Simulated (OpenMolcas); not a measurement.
A calculation on La.

* Program: OpenMolcas 26.06
* Method: CASSCF
* Basis: ANO-RCC-VTZP [8s7p5d3f2g1h]
* Scalar Hamiltonian: DKH2, point nucleus
* Active space: 3 electrons in 6 orbitals (5d 6s)
* State averaging: 2S+1 = 2 even, 65 roots; 2S+1 = 4 even, 20 roots kept (CI in the orbitals of an earlier block)
* Spin-orbit coupling: state interaction with AMFI integrals over the reference wave functions, term energies averaged over their components

**Question.** Which level of the active space comes out lowest?

**Answer.** 5d 6s2 2D 3/2, with 51 % of that term.

**Question.** How high does 5d2 6s 2F 7/2 lie?

**Answer.** 9434 cm-1 above the lowest level.

**Question.** How high does 5d2 6s 4P 3/2 lie?

**Answer.** 6783 cm-1 above the lowest level.

**Question.** How high does 5d2 6s 4P 1/2 lie?

**Answer.** 6547 cm-1 above the lowest level.

**Question.** The level at 652 cm-1 has J = 3/2. What is it made of, and what is its g factor?

**Answer.** 51 % 5d2 6s 4F 3/2, 49 % 5d 6s2 2D; g = 0.597, against 0.399 from Landé's formula for the pure leading term.

Without dynamic correlation excited terms often stand tens of per cent too high (terms of higher spin than the ground term too low), and those without a measured partner can miss by more than the paired ones. Terms from blocks run as CI alone lack orbitals of their own. Configurations are named by rounded mean occupations; where the s occupation lies near a half they are strongly mixed, a name can repeat and a true partner stay unpaired. A single d shell beside an s shell can misplace configurations of different d count against each other. Only configurations of the active space appear.
